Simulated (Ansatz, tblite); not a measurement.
Forces on Fe(NH2)2 (FeN2H4) at its PBE0-D4/def2-TZVP geometry. The state is a quintet with charge 0.

The xTB rows come from tblite.

GFN2-xTB (tblite), largest force 0.59 eV/Å:

```xyz
7
positions Å, forces eV/Å
Fe    0.000    0.000    0.000    0.001   -0.001   -0.001
N     1.074    1.497   -0.155    0.341    0.479   -0.059
H     1.146    2.088   -0.970    0.190    0.247    0.003
H     1.688    1.858    0.558    0.177    0.261   -0.047
N    -1.075   -1.496    0.156   -0.340   -0.480    0.048
H    -0.808   -2.440   -0.079   -0.203   -0.236    0.037
H    -2.027   -1.505    0.490   -0.166   -0.270    0.019
```

HF/def2-TZVP (Ansatz), largest force 2.06 eV/Å:

```
Fe 0.000 0.000 0.001
N 1.195 1.667 -0.186
H 0.036 -0.293 0.560
H -0.337 -0.128 -0.504
N -1.192 -1.669 0.170
H -0.273 0.538 0.177
H 0.571 -0.115 -0.218
```

r2SCAN-D4/def2-TZVP (Ansatz), largest force 0.30 eV/Å:

```
Fe -0.001 0.001 0.001
N -0.174 -0.239 0.013
H 0.009 0.052 -0.067
H 0.060 0.038 0.068
N 0.177 0.236 -0.028
H 0.020 -0.084 -0.020
H -0.090 -0.005 0.031
```
